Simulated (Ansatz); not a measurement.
Geometry optimisation, RKS r2SCANh/def2-SVP in Ansatz 0.2.0.

Input:

```yaml
crystal:
  periodic: [false, false, false]
  atoms:
    - { symbol: Li, position_ang: [-1.36871, -1.96004, -1.11974] }
    - { symbol: C, position_ang: [-0.31554, -1.09613, 0.17623] }
    - { symbol: Si, position_ang: [0.43832, 0.44916, 0.48528] }
    - { symbol: O, position_ang: [0.31486, 1.69126, -0.59144] }
    - { symbol: H, position_ang: [-0.13801, -1.81388, 0.98951] }
    - { symbol: H, position_ang: [1.24788, 1.1789, 1.45202] }
    - { symbol: H, position_ang: [-0.17879, 1.55074, -1.39185] }
basis:
  gaussian: { orbitals: def2-SVP }
hamiltonian:
  xc: r2scanh
relax:
  f_tol: 0.02
  max_steps: 50
```

Launched with:

```bash
$ ansatz run input.yaml --threads 2 --pin off --max-ram 3072MiB --backend cpu --events-out ev --progress --plain --runs-dir out
```

Where does it end, and by what steps?

The run converged. After 6 steps the energy has fallen by 0.163 eV; H6 moved furthest, 0.19 Å.

| step | energy less start (eV) | largest force component (eV/Å) | accepted |
| --- | --- | --- | --- |
| 0 | 0.0000 | 1.740 | yes |
| 1 | -0.1257 | 0.783 | yes |
| 2 | -0.1594 | 0.263 | yes |
| 3 | -0.1619 | 0.099 | yes |
| 4 | -0.1631 | 0.035 | yes |
| 5 | -0.1632 | 0.028 | yes |
| 6 | -0.1633 | 0.005 | yes |

```xyz
7
Properties=species:S:1:pos:R:3
Li -1.373 -1.946 -1.145
C -0.307 -1.092 0.195
Si 0.397 0.439 0.415
O 0.309 1.738 -0.635
H -0.048 -1.704 1.082
H 1.221 0.999 1.521
H -0.199 1.566 -1.433
```

The run took 18 s on 2 threads of Arm Neoverse V1, with other jobs on the host, peak memory 0.18 GiB.
